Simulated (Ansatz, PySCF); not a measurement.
Species: sum formula H₂BSeO (charge -1, singlet). It need not be the lowest isomer of its formula. Whether it binds its extra electron was not tested at this geometry. 
Structure (B3LYP-D3(BJ)/def2-TZVP (Ansatz, a first-principles code) minimum search):
SMILES: OB[Se-]
```xyz
5

B     -0.6198     0.5392    -0.8791
H     -1.3128     0.1527    -1.7895
O     -0.5164     1.9317    -0.8408
H      0.0527     2.1358    -0.0849
Se     0.2497    -0.6011     0.3822
```
Charge -1, spin multiplicity 1.

Total electronic energies in hartree. Correlated levels leave the core frozen unless marked. No spin-orbit coupling. Frozen are the shells of the preceding noble gas and the d and f shells that filled before the atom's block. Non-relativistic. Basis-set limits of correlation are two-point, X^-3; Hartree-Fock from the larger set. [CCSD(T)-MP2]/basis is that difference in the basis named.

| level | program | energy (Eh) |
|---|---|---|
| HF/aug-cc-pVQZ | Ansatz | -2500.76223 |
| HF-D3(BJ)/def2-TZVPD | PySCF + dftd3 | -2500.73602 |
| RI-HF/cc-pVTZ | Ansatz | -2500.74708 |
| TPSS-D4/def2-TZVPD | PySCF + dftd4 | -2502.95430 |
| M06-L-D4/def2-TZVPD | PySCF + dftd4 | -2502.90220 |
| r2SCAN-D3(BJ)/def2-TZVPD | Ansatz + dftd3 | -2502.94031 |
| r2SCAN-D4/def2-TZVPD | Ansatz + dftd4 | -2502.94030 |
| B3LYP/def2-TZVPD | PySCF | -2503.04905 |
| TPSSh-D4/def2-TZVPD | PySCF + dftd4 | -2502.94394 |
| PW6B95-D3(BJ)/def2-TZVPD | PySCF + dftd3 | -2504.21501 |
| MN15/def2-TZVPD | PySCF | -2503.22733 |
| CAM-B3LYP/def2-TZVPD | Ansatz | -2503.08917 |
| LC-wPBE-D4/def2-TZVPD | Ansatz + dftd4 | -2502.61017 |
| wB97M-V/def2-TZVPD | Ansatz | -2502.83449 |
| B2PLYP-D3(BJ)/def2-TZVPD | Ansatz + dftd3 | -2502.51816 |
| RPA@PBE/cc-pVTZ | Ansatz | -2501.52598 |
| MP2/6-31G* | Ansatz | -2500.72679 |
| RI-MP2/aug-cc-pVTZ | Ansatz | -2501.27133 |
| SCS-MP2/cc-pVQZ | Ansatz | -2501.30513 |
| CCSD/6-31G* | Ansatz | -2500.74917 |
| CCSD/cc-pVTZ | Ansatz | -2501.27381 |
| CCSD(T)/6-31G | Ansatz | -2500.51127 |
| RI-MP2/CBS(aug-cc-pVTZ,aug-cc-pVQZ)+[CCSD(T)-MP2]/aug-cc-pVTZ | Ansatz | -2501.3867 |

Totals of different functionals don't rank their quality; only differences between species are comparable.
